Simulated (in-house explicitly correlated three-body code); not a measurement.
Computed with an exponentially correlated three-body code. Model: two electrons around a point charge, non-relativistic, variational in 260 exponentially correlated functions (energies converged to about 1e-7 hartree, or 1e-8 relative for large Z).

Command:
```bash
python run_hyl.py task.json out
```
Settings (lengths in bohr, energies in hartree):
```
Z                      12
screening              1.8
interaction_strength   1
functions              260
states_tried           13
```

Time taken, with all properties: 40 s on 1 thread of Intel(R) Xeon(R) Platinum 8488C (Sapphire Rapids), with other jobs on the host.

**Those bound S and P states to n = 4 that converged, binding against the one-electron ion.**

Given: nuclear charge 12; Yukawa screening of all interactions 1.8 1/bohr.

Computed: one-electron threshold -52.6263552 hartree.

```tsv
term	energy (hartree)	binding (eV)
1 1S	-99.5688447	1277.4
2 3S	-55.7576891	85.208
2 1S	-55.4580533	77.054
2 3P	?	?
2 1P	-54.4578376	49.837
```

(1) What belongs in the row 2 3P?

**Converged states only, values per electron or pair (inverse distances are <exp(-kr)/r>).**

```csv
term,mean r (bohr),mean r squared (bohr²),mean inverse r (1/bohr),mean r12 (bohr),mean inverse r12 (1/bohr),mean cosine,mean p1 dot p2 (bohr⁻²),delta r1 (bohr⁻³),delta r12 (bohr⁻³)
1 1S,0.13162,0.023304,9.9076,0.19364,5.5331,-0.010804,1.4,504.9,55.721
2 3S,0.38554,0.25873,5.6911,0.66132,0.7488,-0.00249,0.054809,286.05,-
2 1S,0.39885,0.28013,5.6649,0.68297,0.98758,-0.0037103,0.080325,284.7,6.4546
2 3P,?,?,?,?,?,?,?,?,-
2 1P,0.37262,0.25242,5.6144,0.62777,1.0608,0.034633,5.3547,267.38,1.5397
```

(2) What belongs in the row 2 3P?

**Electric-dipole lines between converged S and P states, rate of the upper state's decay.**

```
s state  p state  p minus s (eV)  oscillator strength from s  rate (1/s)
   1 1S     2 1P          1227.5                     0.47581   1.037e+13
   2 1S     2 1P          27.217                     0.26489  2.8382e+09
   2 3S     2 3P          30.537                     0.27533  3.7136e+09
```

**Static dipole response.**

| state | polarisability (bohr³) |
| --- | --- |
| 1 1S | 0.00054192 |
| 2 1S | 0.28185 |
| 2 3S | 0.2328 |

Results:

(1) energy (hartree): -54.6354879; binding (eV): 54.671.

(2) mean r (bohr): 0.3613; mean r squared (bohr²): 0.23499; mean inverse r (1/bohr): 5.6355; mean r12 (bohr): 0.61823; mean inverse r12 (1/bohr): 0.94949; mean cosine: -0.046637; mean p1 dot p2 (bohr⁻²): -5.7476; delta r1 (bohr⁻³): 266.16.
